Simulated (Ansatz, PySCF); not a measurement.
Process, species as SMILES: NC1CCC1 -> NC1C[CH]C1 + H atom (the C-H bond at the site shown breaks; other sites are not compared here)
Structures are relaxed separately at B3LYP-D3(BJ)/def2-TZVP in Ansatz (a first-principles code), one conformer each, not searched for the lowest.

Property: bond dissociation energy (enthalpy at 298 K, with B3LYP-D3(BJ) rigid-rotor harmonic-oscillator terms from PySCF), in kJ/mol. Valence correlation only, unless marked. Open shells are spin-unrestricted. Spin-orbit coupling is left out. Non-relativistic. Basis-set limits of correlation are two-point, X^-3; Hartree-Fock from the larger set. The bracket is a focal-point correction in the basis named.

```json
[
 {"level": "HF/cc-pVQZ", "program": "Ansatz", "bond dissociation energy (kJ/mol)": "312.7", "minus last row": "-109.2"},
 {"level": "PBE/def2-TZVPD", "program": "Ansatz", "bond dissociation energy (kJ/mol)": "394.8", "minus last row": "-27.1"},
 {"level": "B3LYP/def2-TZVPD", "program": "Ansatz", "bond dissociation energy (kJ/mol)": "403.4", "minus last row": "-18.5"},
 {"level": "PBE0-D3(BJ)/def2-TZVP", "program": "Ansatz + dftd3", "bond dissociation energy (kJ/mol)": "398.9", "minus last row": "-23.0"},
 {"level": "BHLYP-D3(BJ)/def2-TZVPD", "program": "Ansatz + dftd3", "bond dissociation energy (kJ/mol)": "403.6", "minus last row": "-18.3"},
 {"level": "r2SCAN0-D4/def2-TZVPD", "program": "Ansatz + dftd4", "bond dissociation energy (kJ/mol)": "392.9", "minus last row": "-29.0"},
 {"level": "HSE06-D4/def2-TZVPD", "program": "Ansatz + dftd4", "bond dissociation energy (kJ/mol)": "398.5", "minus last row": "-23.4"},
 {"level": "CAM-B3LYP/def2-TZVPD", "program": "Ansatz", "bond dissociation energy (kJ/mol)": "407.2", "minus last row": "-14.7"},
 {"level": "LC-wPBE-D3(BJ)/def2-TZVPD", "program": "Ansatz + dftd3", "bond dissociation energy (kJ/mol)": "400.1", "minus last row": "-21.8"},
 {"level": "B2GP-PLYP-D3(BJ)/def2-TZVPD", "program": "Ansatz + dftd3", "bond dissociation energy (kJ/mol)": "408.5", "minus last row": "-13.4"},
 {"level": "MP2/6-31G", "program": "Ansatz", "bond dissociation energy (kJ/mol)": "376.8", "minus last row": "-45.1"},
 {"level": "MP2/cc-pVDZ", "program": "Ansatz", "bond dissociation energy (kJ/mol)": "402.8", "minus last row": "-19.1"},
 {"level": "RI-MP2/cc-pVTZ", "program": "Ansatz", "bond dissociation energy (kJ/mol)": "417.9", "minus last row": "-4.0"},
 {"level": "SCS-MP2/6-31G*", "program": "Ansatz", "bond dissociation energy (kJ/mol)": "392.9", "minus last row": "-29.0"},
 {"level": "SCS-MP2/cc-pVTZ", "program": "Ansatz", "bond dissociation energy (kJ/mol)": "425.2", "minus last row": "3.3"},
 {"level": "CCSD/cc-pVDZ", "program": "Ansatz", "bond dissociation energy (kJ/mol)": "401.0", "minus last row": "-20.9"},
 {"level": "CCSD/cc-pVTZ", "program": "Ansatz", "bond dissociation energy (kJ/mol)": "413.3", "minus last row": "-8.6"},
 {"level": "CCSD(T)/STO-3G", "program": "Ansatz", "bond dissociation energy (kJ/mol)": "482.2", "minus last row": "60.3"},
 {"level": "CCSD(T)/6-31G", "program": "Ansatz", "bond dissociation energy (kJ/mol)": "376.8", "minus last row": "-45.1"},
 {"level": "CCSD(T)/cc-pVDZ", "program": "Ansatz", "bond dissociation energy (kJ/mol)": "403.7", "minus last row": "-18.2"},
 {"level": "RI-MP2/CBS(cc-pVTZ,cc-pVQZ)+[CCSD(T)-MP2]/cc-pVTZ", "program": "Ansatz", "bond dissociation energy (kJ/mol)": "421.9", "minus last row": "0.0"}
]
```
